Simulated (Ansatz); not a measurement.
`[Cl][In]([Cl])[Cl]` + H–F → `[F][In]([Cl])[Cl]` + HCl at 400 K and 1 bar (ligand exchange at the In–Cl bond).

Computed with Ansatz on PBE0-D4/def2-TZVP structures; ΔE is electronic, products minus reactants. CCSD(T)/CBS is the MP2 limit (def2-TZVPP, def2-QZVPP) plus CCSD(T) − MP2 in def2-TZVPP, frozen cores. This one scheme is used for every species. Elements past krypton have def2 core potentials. For In outer-core shells are correlated without core-valence functions, which leaves a few kJ/mol of doubt a bond.

```tsv
species	CCSD(T)/CBS energy (Eh)	H − E (kJ/mol)	S (J/(mol·K))
`[Cl][In]([Cl])[Cl]`	-1569.29867	34.9	363.9
H–F	-100.39570	36.5	182.2
`[F][In]([Cl])[Cl]`	-1209.28900	35.7	362.0
HCl	-460.38127	29.6	195.4
```

H − E and S are ideal-gas, rigid-rotor, harmonic terms from PBE0-D4/def2-TZVP. 1 Eh = 2625.50 kJ/mol, R = 8.31446 J/(mol·K).

By hand: ΔE, ΔH, ΔS and ΔG.

ΔE = (-1209.28900) + (-460.38127) − (-1569.29867) − (-100.39570) = 0.02410 Eh = 63.3 kJ/mol. Δ(H − E) = 35.7 + 29.6 − 34.9 − 36.5 = -6.1, so ΔH = 57.2 kJ/mol. ΔS = 362.0 + 195.4 − 363.9 − 182.2 = 11.3 J/(mol·K). ΔG = 57.2 − 400 × (11.3)/1000 = 52.7 kJ/mol.

By hand: the equilibrium constant, and the temperature at which ΔG would vanish if ΔH and ΔS stayed fixed.

log₁₀ K = −ΔG/(RT ln 10) = -6.9. ΔG = 0 at ΔH/ΔS = 5062 K, far beyond where these terms or the molecules hold.

The number of gas molecules stays the same, so ΔS is small and ΔH decides. A doubt of 5 kJ/mol in ΔE shifts log₁₀ K by 0.7 here. These are equilibria of isolated gas molecules and say nothing of rates. Largest T1 diagnostic: 0.014 (customary marks: 0.02 for closed shells, 0.045 for open ones).
